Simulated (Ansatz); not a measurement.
In3O8H7⁺, a hydroxylated oxide cluster. Charge 1, multiplicity 2. Geometry PBE-D4/def2-SVP; atoms count from 1.

Cartesian coordinates in Å:
```
In -0.0059 1.4798 -0.9899
In 1.8083 -0.3374 1.0720
In -1.0382 -1.3562 -0.2257
O -2.3907 -2.8282 -0.4482
O 3.6209 -0.5566 1.9072
O 0.1661 -1.6068 1.6338
O -1.4228 -0.0053 -2.0133
O -1.5044 0.7080 0.4529
O 0.8395 -0.4913 -0.7975
O -0.0662 3.2473 -1.9544
O 1.2654 1.7095 0.7976
H -2.1774 -3.5988 0.1195
H 3.7654 -1.4778 2.2122
H -0.2489 -1.5086 2.5145
H -2.0848 -0.0099 -2.7366
H -2.4202 1.0528 0.3933
H 0.0264 3.1229 -2.9228
H 1.8675 2.4566 0.9851
```

In the def2 sets In takes a core potential; there is no spin–orbit coupling.

(1) Estimate the Mulliken populations from the PBE0/def2-SVP orbitals of Ansatz.

(2) Where does the spin sit?

(3) And the Mayer bond orders between heavy atoms (over 0.3)?

Results:

(1) 
| atom | charge (e) | spin (α − β) |
| --- | --- | --- |
| In1 | 0.99 | -0.03 |
| In2 | 1.03 | -0.01 |
| In3 | 0.99 | -0.04 |
| O4 | -0.44 | 0.00 |
| O5 | -0.43 | 0.04 |
| O6 | -0.52 | 0.00 |
| O7 | -0.29 | 0.65 |
| O8 | -0.41 | 0.31 |
| O9 | -0.65 | 0.10 |
| O10 | -0.43 | -0.01 |
| O11 | -0.53 | 0.02 |
| H12 | 0.23 | 0.00 |
| H13 | 0.23 | 0.00 |
| H14 | 0.25 | 0.00 |
| H15 | 0.27 | -0.02 |
| H16 | 0.25 | -0.01 |
| H17 | 0.22 | 0.00 |
| H18 | 0.25 | 0.00 |
Mulliken values depend strongly on the basis.

(2) Summed by element: In -0.08, O 1.11, H -0.03, of 1 unpaired in all. Largest on single atoms: O7 0.65, O8 0.31, O9 0.10.

(3) In1–O8 0.44 (2.22 Å); In1–O9 0.61 (2.15 Å); In1–O10 1.15 (2.01 Å); In1–O11 0.48 (2.21 Å); In2–O5 1.11 (2.01 Å); In2–O6 0.59 (2.15 Å); In2–O9 0.59 (2.11 Å); In2–O11 0.58 (2.14 Å); In3–O4 1.13 (2.01 Å); In3–O6 0.49 (2.23 Å); In3–O7 0.30 (2.27 Å); In3–O8 0.43 (2.22 Å); In3–O9 0.61 (2.14 Å).
